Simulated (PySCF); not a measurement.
How methods differ on the ionisation energy of Cd

Cd [Kr] 4d10 5s2 (1S) → Cd⁺ [Kr] 4d10 5s1 (2S), as a difference of total energies. Calculation: PySCF 2.14, in ANO-RCC-VTZP (7s6p4d2f1g, 68 functions); the spin-free X2C one-electron Hamiltonian (Gaussian nucleus). Correlated levels: valence: [Kr] frozen. The calculations carry no spin-orbit coupling.

```json
{"method": "UHF", "ionisation energy (eV)": "7.336"}
{"method": "MP2 (valence)", "ionisation energy (eV)": "8.828"}
{"method": "SCS-MP2 (valence)", "ionisation energy (eV)": "8.801"}
{"method": "CCSD (valence)", "ionisation energy (eV)": "8.746"}
{"method": "CCSD(T) (valence)", "ionisation energy (eV)": "8.868"}
```

How much does correlation contribute at CCSD(T) (valence)?

8.868 − (7.336) = 1.532 eV, measured against UHF.

Errors of the correlated levels include the incompleteness of this basis and the frozen core.

For comparison: 8.994 eV (measured; NIST Atomic Spectra Database, ionization energies).
